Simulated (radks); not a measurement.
Question: All-electron atom: the tellurium ion Te+ in [Kr] 4d9 5s2 5p3 6p1 (not the ground configuration). Calculated with a radial shooting solver on a logarithmic mesh with Libxc functionals: Dirac Kohn-Sham, RPBE, spin-unpolarised, spherical densities, finite nucleus; open shells fill j = l - 1/2 first; Fermi nuclear charge, rms radius 4.7423 fm. Some entries of the table are withheld. Estimate them.

orbital,occ.,eigenvalue (eV),<1/r> (bohr^-1),r(max) (bohr)
1s1/2,2,-31629.59,55.58,(1)
2s1/2,2,-4869.245,12.94,0.1015
2p1/2,2,-4563.165,12.92,0.07796
2p3/2,4,-4288.724,11.96,0.08266
3s1/2,2,-987.7848,4.605,(2)
3p1/2,2,-862.0287,(3),0.2792
3p3/2,4,-810.8422,(4),0.2897
3d3/2,4,-589.3116,(5),0.2361
3d5/2,6,-578.6048,(6),0.2391
4s1/2,2,-186.1910,1.844,0.7001
4p1/2,2,(7),1.734,0.7198
4p3/2,4,(8),1.659,0.7437
4d3/2,4,-63.2167,1.410,0.7990
4d5/2,5,-61.6809,1.391,0.8074
5s1/2,2,-29.9333,0.6797,1.719
5p1/2,2,-19.7738,(9),1.936
5p3/2,1,-18.5971,(10),2.004
6p1/2,1,-5.1289,0.2094,5.510
6p3/2,0,-4.9792,0.2043,5.634

Answer: 
(1) 1s1/2 r(max) (bohr): 0.01793
(2) 3s1/2 r(max) (bohr): 0.2928
(3) 3p1/2 <1/r> (bohr^-1): 4.514
(4) 3p3/2 <1/r> (bohr^-1): 4.276
(5) 3d3/2 <1/r> (bohr^-1): 4.128
(6) 3d5/2 <1/r> (bohr^-1): 4.067
(7) 4p1/2 eigenvalue (eV): -142.7533
(8) 4p3/2 eigenvalue (eV): -132.8923
(9) 5p1/2 <1/r> (bohr^-1): 0.5845
(10) 5p3/2 <1/r> (bohr^-1): 0.5616
